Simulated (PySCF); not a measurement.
Cd(Me)(SMe) (C2H6CdS), SMILES [S]([Cd][CH3])C.

Coordinates come from a B3LYP-D3(BJ)/def2-SVP optimisation. The structure was generated by enumeration; whether it is a known compound was not checked. The def2 effective core potentials stand for the cores of Cd; spin–orbit coupling is left out. The values are those of a single conformer.

Two levels are set side by side: TDA-PBE/def2-SVPD (PySCF) and TDA-PBE0/def2-SVPD (PySCF). Vertical, same geometry. The lowest singlet is HOMO→LUMO 95 % with PBE and HOMO→LUMO 99 % with the other functional; states are paired by order. Differences are taken from unrounded values.

```tsv
quantity	TDA-PBE
lowest singlet excitation (eV)	3.83
lowest triplet excitation (TDA) (eV)	3.64
first bright state (f over 0.05) (eV)	5.76
its oscillator strength	0.55
```

### Question
These are the TDA-PBE values. What does TDA-PBE0 give? (An estimate is asked for; the answer gives what the named calculation found.)

### Answer

```
quantity                               TDA-PBE0  TDA-PBE minus TDA-PBE0
-------------------------------------  --------  ----------------------
lowest singlet excitation (eV)             4.35                   -0.52
lowest triplet excitation (TDA) (eV)       4.12                   -0.48
first bright state (f over 0.05) (eV)      6.19                   -0.43
its oscillator strength                    0.70                   -0.15
```

A lower first singlet is the usual sign of a functional without exact exchange. Differences between two approximate levels are no errors against the true value.

Rough cost on one machine, each run with all the roots and properties that it gave: TDA-PBE0 against TDA-PBE about 2 times.
